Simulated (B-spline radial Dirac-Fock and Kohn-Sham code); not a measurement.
The M5 (3d5/2) hole of palladium ions: width and yield against charge

Level of theory: one-electron (LDA, Dirac) transition rates at Dirac-Fock energies; a B-spline atomic structure program. Tabulated ground configurations, configuration averages; single configurations, so decays that open only by mixing (as 1s 2s² with 1s 2p² in Be-like ions) are missing and such tiny yields are far too low.

```csv
ion,configuration,radiative (eV),non-radiative (eV),yield
Pd,[Kr] 4d10,6.95e-05,0.335,0.000207
Pd³⁺,[Kr] 4d7,7.45e-05,0.285,0.000261
Pd⁴⁺,[Kr] 4d6,7.71e-05,0.255,0.000302
Pd⁵⁺,[Kr] 4d5,8.01e-05,0.221,0.000362
Pd⁶⁺,[Kr] 4d4,8.35e-05,0.184,0.000454
Pd⁷⁺,[Kr] 4d3,8.72e-05,0.144,0.000604
```

Values without a named source are computed, but for edge energies of neutral atoms, which are taken from tables.
